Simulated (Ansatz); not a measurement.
The same ligand exchange along the group Mg, Zn, Cd.

Program: Ansatz. Geometries: PBE0-D4/def2-TZVP. ΔE: electronic, gas phase. CCSD(T)/CBS is the MP2 limit (def2-TZVPP, def2-QZVPP) plus CCSD(T) − MP2 in def2-TZVPP, frozen cores. This one scheme is used for every species. DFT in def2-TZVPP. def2 core potentials past Kr. For Cd, Mg, Zn outer-core shells are correlated without core-valence functions, which leaves a few kJ/mol of doubt a bond. Scalar relativity is left out up to krypton. One conformer a species, not always the lowest.

| reaction | CCSD(T)/CBS(def2) (kJ/mol) |
| --- | --- |
| `[NH2][Mg][O][SiH3]` + NH₃ → `[NH2][Mg][NH2]` + `O[SiH3]` | 105 |
| `[NH2][Zn][O][SiH3]` + NH₃ → `[NH2][Zn][NH2]` + `O[SiH3]` | ? |
| `[NH2][Cd][O][SiH3]` + NH₃ → `[NH2][Cd][NH2]` + `O[SiH3]` | 43 |

Task: Fill in the missing values. (An estimate is asked.)

Result: The calculation gave: `[NH2][Zn][O][SiH3]` + NH₃ → `[NH2][Zn][NH2]` + `O[SiH3]`: +50.4 kJ/mol.

Largest T1 diagnostic: 0.015, for `[NH2][Zn][NH2]`.
